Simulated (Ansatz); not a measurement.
IrO₂⁺: single points at one geometry.

```yaml
crystal:
  periodic: [false, false, false]
  atoms:
    - {symbol: Ir, position_ang: [-0.199922, -0.425168, 0.041444]}
    - {symbol: O, position_ang: [1.477490, -0.436425, -0.033728]}
    - {symbol: O, position_ang: [-1.277568, 0.861594, -0.007716]}
basis:
  gaussian: {orbitals: def2-TZVP, initial_orbitals: start.molden}
total_charge: 1
magnetization: {spin_polarized: true, initial_magnetization: 2}
hamiltonian: {xc: pbe0, dispersion: d4}
output: {orbitals: {seedname: orbitals}}
```

The file start.molden holds the orbitals of an earlier run on this structure, at another level or in another basis.

```sh
$ ansatz run in.yaml --threads 4 --pin off --events-out ev --progress --plain --max-ram 3916MiB
```

Output, abridged:

```
Functional definition: PBE0
713 factors; their error is unknown
mean field evaluation 1: about -6917.9024 eV, gradient 4.3e0 eV
mean field evaluation 2: about -6917.9429 eV, gradient 4.5e-2 eV
mean field evaluation 4: about -6917.9735 eV, gradient 3.3e-4 eV
mean field evaluation 8: about -6917.9735 eV, gradient 1.9e-5 eV
mean field evaluation 16: about -6915.2603 eV, gradient 2.0e1 eV
mean field evaluation 32: about -6896.4921 eV, gradient 7.9e1 eV
mean field evaluation 64: about -6917.9735 eV, gradient 3.3e-6 eV
mean field -6917.97350031 eV, -254.2308369655 hartree, gradient 3.3e-6 eV, S^2 2.014380; 7 other end points of the search recorded, 0 dependent functions left out
reference -6917.97352622 eV, -254.2308379176 hartree; 17, 15 occupied and 85, 87 virtual orbitals, 713 factors
Total energy: -6918.00956815 eV, -254.2321624341 hartree
```

It took 6 s on 4 threads of Arm Neoverse V1 on a shared host.

First input, but with `hamiltonian: {xc: r2scan, dispersion: d4}`, `scf: {omitted_lower_state_checks: [starts]}` (abridged; 2.8 s):

```
Functional definition: r2SCAN
mean field -6922.75862728 eV, -254.4066871384 hartree, gradient 1.7e-5 eV, S^2 2.006746
Total energy: -6922.76760128 eV, -254.4070169266 hartree
Checks for a lower state left out: starts
```

First input, but with `hamiltonian: {xc: hf}`, `scf: {omitted_lower_state_checks: [starts]}` (abridged; 1.6 s):

```
Functional definition: HF
mean field evaluation 16: about -6878.7454 eV, gradient 2.1e0 eV
mean field -6878.83360941 eV, -252.7924725048 hartree, gradient 5.4e-6 eV, S^2 2.921533; 1 other end points of the search recorded, 0 dependent functions left out
Total energy: -6878.83360941 eV, -252.7924725048 hartree
Checks for a lower state left out: starts
```

The first input with `hamiltonian: {xc: lda}`, `scf: {omitted_lower_state_checks: [starts]}` (abridged; 0.55 s):

```
Functional definition: SPW92
mean field -6890.61549217 eV, -253.2254487105 hartree, gradient 1.5e-5 eV, S^2 2.001709
Total energy: -6890.61552240 eV, -253.2254498214 hartree
Checks for a lower state left out: starts
```

Geometry: B3LYP-D4/def2-TZVP.

In the def2 sets Ir takes a core potential; there is no spin–orbit coupling. At HF/def2-TZVP the charge 1 triplet is spin-contaminated (final ⟨S²⟩ up to 2.92, 2.00 for a pure state). At PBE0-D4/def2-TZVP a broken-symmetry singlet of charge 1 lies 0.22 eV below the triplet, each at its own geometry. The structure comes from a short search, and lower isomers may exist.
